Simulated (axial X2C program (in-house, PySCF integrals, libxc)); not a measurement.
**Worked dissociation energy of CsSi⁻: CCSD, without spin–orbit coupling**

All values were computed with an in-house all-electron X2C program for linear molecules (integrals from PySCF). Spin-free means the one-electron spin-free X2C Hamiltonian. Basis: Cs dyall-acv3z [16s16p10d4f1g], Si dyall-av3z [9s8p3d2f] (cores contracted in-house); Gaussian nuclei, density fitting, unrestricted open shells. Masses: Cs 132.905 u, Si 27.977 u.

Molecular state: M_S = 1, Λ = 0 (beyond evenly filled blocks: π+α, π-α).

Correlated methods: 14 electrons correlated (number of frozen shells: Cs 4 s, 3 p, 2 d; Si 2 s, 1 p), 316 virtual spin orbitals or spinors in MP2, 89 natural virtuals in coupled cluster.

| Quantity | Value |
| --- | --- |
| E(Cs) (2M_S = 1, M_L = 0) | -7783.316578 hartree |
| E(Si-) (2M_S = 3, M_L = 0) | -289.586899 hartree |
| E(CsSi⁻) at Re | -8072.937066 hartree |
| ωe | 119.0 cm⁻¹ |
| ωexe | 0.608 cm⁻¹ |

**Question.** Work out De and D0.

**Answer.** De = -7783.316578 + (-289.586899) − (-8072.937066) = 0.03359 hartree = 0.914 eV. The zero-point energy is ωe/2 − ωexe/4 = 59 cm⁻¹ = 0.007 eV, so D0 = 0.907 eV.

The state is a single determinant with fixed occupations, the lowest that a limited PBE0 search found. Dissociation energies refer to the lowest single-determinant-based atoms at the same level and basis. CCSD ran in a truncated set of natural virtual spinors with an MP2 remainder; without triples it tends to underbind. Other states lie close and PBE0, whose exact exchange favours high spin, may order them wrongly; the determinant shown need not be the ground state. The nearest other spin-free determinant of the search, M_S = 2, Λ = 0, lies 0.07 eV up at the distance of the search. The determinant is spin-polarised beyond a pure state at some levels (its spin-free form has ⟨S²⟩ too high), which makes Re and μ there less reliable.

Each atomic determinant is the lowest at this level and need not be a pure term. Totals compare only within one Hamiltonian and basis.
